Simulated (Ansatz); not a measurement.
Spectroscopic constants of LaPb, multiplicity 6 (lowest of 2S+1 = 2, 4, 6 at CCSD(T)/def2-TZVPP on PBE0 minima; our sources give no spin for the ground state, which may be another). No spin–orbit coupling.

Constants: fifth-degree fit in 1/R to seven points, most abundant isotopes. Runs in def2 and cc sets follow the lowest solution found near the PBE0 minimum.

Correlated levels freeze the inner cores; with def2 sets outer-core shells near the valence are correlated too.

Programs: Ansatz (Gaussian orbitals).  In def2 rows elements past Kr take small-core potentials, without spin–orbit coupling.

Q: What bond length and harmonic frequency does SVWN5/def2-TZVPP give?

A: r_e = 3.085 Å, ω_e = 123 cm⁻¹.

Q: What bond length and harmonic frequency does PBE0/def2-TZVPP give?

A: r_e = 3.128 Å, ω_e = 120 cm⁻¹.

Q: What bond length and harmonic frequency does B2PLYP/def2-TZVPP give?

A: r_e = 3.142 Å, ω_e = 119 cm⁻¹.

Ansatz is a first-principles code.
